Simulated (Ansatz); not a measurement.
`CC1=[N+](C)[Zn-]([CH3])[N]1C` + `[NH2][AlH2]` → `[CH3][Zn][NH][AlH2]` + `C/N=C(\C)NC`  (ligand exchange at a Zn–N bond)

Gas-phase electronic energies from Ansatz, PBE0-D4/def2-TZVP geometries. CBS: MP2 limit from def2 TZ/QZ plus the TZ coupled-cluster correction, frozen cores. This one scheme is used for every species. Functionals use def2-TZVPP. For Zn outer-core shells are correlated without core-valence functions, which leaves a few kJ/mol of doubt a bond. Scalar relativity is left out up to krypton. One conformer a species, not always the lowest.

Q: Is it downhill or uphill in electronic energy at CCSD(T)/CBS, and by how much? (Estimate.)

A: Computed: Uphill: ΔE = +10.2 kcal/mol.

Q: What do these levels give: PBE0-D4, ωB97X-V, B2PLYP, r2SCAN, CCSD/def2-TZVPP, HF/CBS(def2)? (Estimate.)

A: Ansatz gave: PBE0-D4 10.2, ωB97X-V 10.0, B2PLYP 8.4, r2SCAN 9.5, CCSD/def2-TZVPP 10.4, HF/CBS(def2) 10.9 kcal/mol.

Largest T1 diagnostic among the species: 0.014.

At CCSD(T), def2-SVP lies +5.0 kcal/mol from the extrapolated value and def2-TZVPP +0.4 kcal/mol. Leaving LDA and LC-ωPBE aside and taking each functional with its dispersion term where it has one, the values, not all of them listed here, spread over 3.2 kcal/mol, from BLYP-D4 to r2SCAN0-D4. LDA lies +2.1 kcal/mol from PBE without D4. The D4 term adds +1.8 kcal/mol with B3LYP and +1.1 kcal/mol with PBE0; it sums over pairs of atoms, weighted by their polarisabilities, and B3LYP, whose exchange is more repulsive, gets the larger term.

B3LYP here is the variant with VWN-RPA as its local correlation; programs differ in this.
